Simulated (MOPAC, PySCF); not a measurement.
C$_{2}$H$_{5}$NO, SMILES `OCN=C` (C–N–C–O torsion -130°, N–C–O–H torsion -47°), neutral singlet in the gas phase. 

Cartesian coordinates (Å):
SMILES: OCN=C
```xyz
9

C      1.5123     0.0295    -0.2569
N      0.4649     0.5320     0.2290
C     -0.7439    -0.2674     0.2394
O     -1.8202     0.4645    -0.2964
H      1.5552    -0.9808    -0.6829
H      2.4320     0.6109    -0.2654
H     -0.9329    -0.5485     1.2837
H     -0.6605    -1.1782    -0.3650
H     -1.8069     1.3380     0.1144
```
Charge 0, multiplicity 1.

All levels are single points at this geometry (B3LYP-D3(BJ)/def2-TZVP); Pople sets use spherical d functions. Orbital energies aren't observables, and empty levels follow the basis.

HF/3-21G in PySCF gives dipole (D) = 2.10.

**Question.** Estimate the dipole (D) from each of these levels: B3LYP-D3(BJ)/def2-TZVP in PySCF; PBE-D3(BJ)/def2-TZVP in PySCF; B3LYP/3-21G in PySCF; B3LYP/6-311+G** in PySCF; BP86/6-31G* in PySCF; M06-2X/6-31G* in PySCF; PBE/6-31G* in PySCF; SVWN5/6-31G* in PySCF; HF/6-31G* in PySCF; HF/STO-3G in PySCF; PM3 in MOPAC; PM6 in MOPAC.

**Answer.** 
```csv
level,dipole (D)
B3LYP-D3(BJ)/def2-TZVP in PySCF,1.71
PBE-D3(BJ)/def2-TZVP in PySCF,1.55
B3LYP/3-21G in PySCF,1.58
B3LYP/6-311+G** in PySCF,1.92
BP86/6-31G* in PySCF,1.44
M06-2X/6-31G* in PySCF,1.68
PBE/6-31G* in PySCF,1.43
SVWN5/6-31G* in PySCF,1.47
HF/6-31G* in PySCF,2.04
HF/STO-3G in PySCF,1.34
PM3 in MOPAC,1.70
PM6 in MOPAC,2.38
```
